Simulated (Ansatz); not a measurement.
Coupled-cluster diagnostics for Li4Te2⁺, Ansatz.

Geometry of the doublet (PBE-D4/def2-SVP):

```xyz
6

Li    0.757   -0.107   -1.406
Li    3.848    1.628    1.929
Li   -0.798    0.232    1.375
Li   -3.780   -1.831   -1.882
Te    1.711    0.823    0.861
Te   -1.738   -0.745   -0.878
```

In the def2 sets Te takes a core potential; there is no spin–orbit coupling. Correlated methods freeze 8 core orbitals; core or outer-core shells of Li, Te are correlated, in sets that lack core-valence functions. In CCSD on the charge 1 doublet the largest single amplitude is 0.44, so its Hartree–Fock determinant may place the open shell otherwise than the density functionals do. Another isomer (doublet) lies 0.52 eV lower at PBE0-D4/def2-TZVP; other spin states weren't run for this one.

Q: Estimate the CCSD(T) correlation energy, the shares of MP2 and (T), T1 and the reference's ⟨S²⟩ for: charge 1, doublet, own geometry in def2-SVP; and the rough time on 4 threads of AMD EPYC 9B45 on a shared host.

A: 
```csv
state,basis,correlation (eV),MP2 share (%),(T) share (%),T1,⟨S²⟩ (pure),wall time,remarks
"charge 1, doublet, own geometry",def2-SVP,-7.418,89.0,2.8,0.049,0.76 (0.75),8.5 s,large T1 (0.049)
```
Customary marks for T1 are 0.02 (closed shells), 0.045 (open shells) and about 0.05 (3d metals). T1 exceeds 0.02 in 1 of 1 rows and 0.045 in 1; the higher it lies, the less the single-reference result can be trusted.
